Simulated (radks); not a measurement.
Values are calculated unless marked as measured or tabulated.
Ionisation of W2+, [Xe] 4f14 5d4, to W3+, [Xe] 4f14 5d3, under several functionals. Scalar-relativistic Kohn-Sham, spin-polarised, spherical densities, finite nucleus; open shells are filled with parallel spins first (spin-orbit coupling, left out, can overturn this in heavy ions); a radial shooting solver on a logarithmic mesh with Libxc functionals.

functional         E(W2+) (hartree)  Exc (hartree)  IE (eV)  -e(HOMO) (eV)  <r> HOMO (bohr)  IE error (eV)
BLYP                    -16140.1211      -323.2943   26.181         20.682            1.869         +0.181
PBEsol                  -16134.4469      -317.6427   26.464         20.985            1.861         +0.464
exchange-only B88       -16136.2286      -319.3653   25.622         20.216            1.888         -0.378
Wu-Cohen GGA            -16138.0498      -321.2438   26.481         21.002            1.862         +0.481
exchange-only LDA       -16122.2268      -305.3432   25.551         20.150            1.891         -0.449
HCTH/407                -16148.6659      -332.2842   26.718         21.206            1.830         +0.718

NIST Atomic Spectra Database: 26.0 eV (semi-empirical). Closest: BLYP. The Delta-SCF values span 1.17 eV, the total energies 26.44 hartree. The highest occupied level is 5d. Open shells are spherical and high-spin; term and fine-structure splittings are not resolved. Spin-orbit splitting is averaged out at the scalar-relativistic level.
